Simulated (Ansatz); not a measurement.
GaH2Et (C2H7Ga). The state is a singlet with charge 0. Geometry PBE0-D4/def2-SVP; atoms count from 1.

Cartesian coordinates in Å:
```
Ga -0.5078 0.3609 -1.5578
H 0.5062 0.0124 -2.7155
H -2.0466 0.4363 -1.8959
C 0.1450 0.6248 0.2928
C 0.3032 -0.7007 1.0440
H -0.5538 1.2844 0.8328
H 1.1138 1.1508 0.2524
H 0.6735 -0.5468 2.0713
H -0.6517 -1.2455 1.1301
H 1.0181 -1.3766 0.5459
```

(1) Estimate the Mulliken populations from the PBE0/def2-TZVP orbitals of Ansatz.

(2) And the Mayer bond orders between heavy atoms (over 0.3)?

Results:

(1) 
```json
{"atom": "Ga1", "charge (e)": "0.29"}
{"atom": "H2", "charge (e)": "-0.09"}
{"atom": "H3", "charge (e)": "-0.09"}
{"atom": "C4", "charge (e)": "-0.34"}
{"atom": "C5", "charge (e)": "-0.40"}
{"atom": "H6", "charge (e)": "0.13"}
{"atom": "H7", "charge (e)": "0.12"}
{"atom": "H8", "charge (e)": "0.13"}
{"atom": "H9", "charge (e)": "0.13"}
{"atom": "H10", "charge (e)": "0.13"}
```
Mulliken values depend strongly on the basis.

(2) Ga1–C4 0.95 (1.98 Å); C4–C5 1.00 (1.53 Å).
